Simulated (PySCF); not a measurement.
H6NSi2, SMILES [SiH3][N][SiH3] (connectivity only; charge and spin as stated), charge -1, multiplicity 1.

The structure is a stationary point at B3LYP-D3(BJ)/def2-SVPD. The spin state was assumed, not searched. The isomer is the one that the SMILES or the coordinates give; other isomers of the formula were not compared.

These are PySCF with B3LYP-D3(BJ)/def2-SVPD values and carry that method's errors.

Frequencies are harmonic and unscaled.

Question: List the normal modes with their intensities. (The exact figures need the calculation; the answer reports its results.)

Answer: 
```
mode  ν (cm⁻¹)  IR (km/mol)  moving atoms (share of kinetic energy)
----  --------  -----------  --------------------------------------
1           54          1.2                          H 47 %, N 47 %
2           88          0.0                                 H 100 %
3           97          0.5                 N 47 %, Si 30 %, H 23 %
4          636          0.0                 Si 66 %, H 18 %, N 16 %
5          693          0.0                         H 88 %, Si 12 %
6          715        122.5                 H 75 %, N 15 %, Si 10 %
7          721         22.9                         H 87 %, Si 13 %
8          727        110.0                 H 71 %, N 18 %, Si 11 %
9          955          0.0                                  H 96 %
10         956          5.0                                  H 97 %
11         959        158.5                                  H 97 %
12         960        129.8                                  H 96 %
13         979        770.1                                  H 92 %
14        1027         39.0                         H 89 %, Si 11 %
15        1235        607.0                         N 80 %, Si 19 %
16        1981          0.0                                  H 96 %
17        1991        735.9                                  H 96 %
18        2002         73.4                                  H 97 %
19        2016        691.0                                  H 96 %
20        2063        631.8                                  H 98 %
21        2086          5.7                                  H 98 %
```
